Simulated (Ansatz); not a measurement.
Ideal-gas functions of `O=[CH][SnH]([OH])[I]` at 500 K and 1 bar, from an Ansatz frequency run at PBE0-D4/def2-TZVP.

Molar mass 292.65 g/mol, point group C1 (symmetry number 1), electronic degeneracy 1, moments of inertia 191.454, 722.387, 811.421 u Å². Harmonic wavenumbers (cm⁻¹, unscaled): 48, 63, 101, 130, 198, 244, 284, 483, 540, 577, 638, 822, 887, 1341, 1798, 1956, 2872, 3870.

Use S(trans) = R[1.5 ln M + 2.5 ln T − 1.1517]; rotational temperatures θ = 24.2544 K / I; S(rot) = R[ln(√π/σ · √(T³/θAθBθC)) + 1.5]; for each mode x = 1.438777 ν̃/T, S = R[x/(eˣ − 1) − ln(1 − e⁻ˣ)] and H = RT x/(eˣ − 1); 1 cm⁻¹ = 0.0119627 kJ/mol; R = 8.31446 J/(mol·K).

Question: By hand: the entropy, in J/(mol·K).

Answer: Translation 190.4. Rotation: θ = 0.1267, 0.0336, 0.0299 K, giving 132.0. Vibration, mode by mode: 24.78, 22.52, 18.62, 16.54, 13.10, 11.42, 10.22, 6.22, 5.44, 4.99, 4.34, 2.86, 2.47, 0.87, 0.29, 0.20, 0.02, 0.00, in all 144.9. Electronic 0.0. Sum 467.3 J/(mol·K).

Question: By hand: H − E and G − E in kJ/mol, counted from the electronic energy.

Answer: Zero-point energy ½ × 16852 × 0.0119627 = 100.8; thermal vibration 32.5; translation, rotation and pV give 4 RT = 16.6. H − E = 149.9 kJ/mol, and G − E = 149.9 − 500 × 467.3/1000 = -83.8 kJ/mol.

Vibration gives 31 % of the entropy, 82.5 J/(mol·K) of it from the modes under 150 cm⁻¹: soft modes count most, and the harmonic formula is weakest for them. The sum counts one conformer and one mirror image; others add a mixing term.
